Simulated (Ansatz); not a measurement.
System: CH$_{4}$ClSi, charge 0, doublet. CH4ClSi (SMILES [CH2][SiH2]Cl, doublet).
B3LYP-D3(BJ)/def2-TZVP minimum from Ansatz (a program for electronic structure):
```xyz
7

Si    -0.7224     0.0679    -0.2976
Cl     1.2726     0.6005    -0.0391
C     -1.1130    -1.4045     0.7222
H     -1.5319     1.2303     0.1172
H     -0.9054    -0.2181    -1.7340
H     -0.9671    -2.4164     0.3620
H     -1.4381    -1.3278     1.7534
```
Charge 0, spin multiplicity 2.

Wanted: atomisation energy (electronic, to ground-state atoms), in kcal/mol. Radicals and triplets start from unrestricted determinants; spin-orbit coupling is neglected. CBS(X,Y): correlation extrapolated as X^-3, Hartree-Fock from the larger set. A bracket is a step between two methods taken in the basis named. Functionals run without relativity, which enters their misses. '+ core + X2C': CCSD(T) terms for core correlation (cc-pwCVTZ, 1s frozen past Ne) and scalar relativity (cc-pVTZ-DK). Where a partner has so few electrons that a lower coupled-cluster level is exact, that level stands in.

CCSD(T)/CBS(cc-pV(T+d)Z,cc-pV(Q+d)Z) + [CCSDT(Q) - CCSD(T)]/cc-pV(D+d)Z + core + X2C (Ansatz) gives 538.4 kcal/mol.

What does PBE/def2-TZVPD (Ansatz) give here, and how do the other levels compare?

PBE gives 536.0 kcal/mol, 2.4 kcal/mol below it. Differences of the others: r2SCAN/def2-TZVPD (Ansatz) 2.7; B3LYP/def2-TZVPD (Ansatz) -7.4; wB97M-V/def2-TZVPD (Ansatz) -0.4; CCSD(T)/CBS(cc-pV(T+d)Z,cc-pV(Q+d)Z) + core + X2C (Ansatz) -0.3 kcal/mol. Nearer than PBE: wB97M-V/def2-TZVPD, CCSD(T)/CBS(cc-pV(T+d)Z,cc-pV(Q+d)Z) + core + X2C.
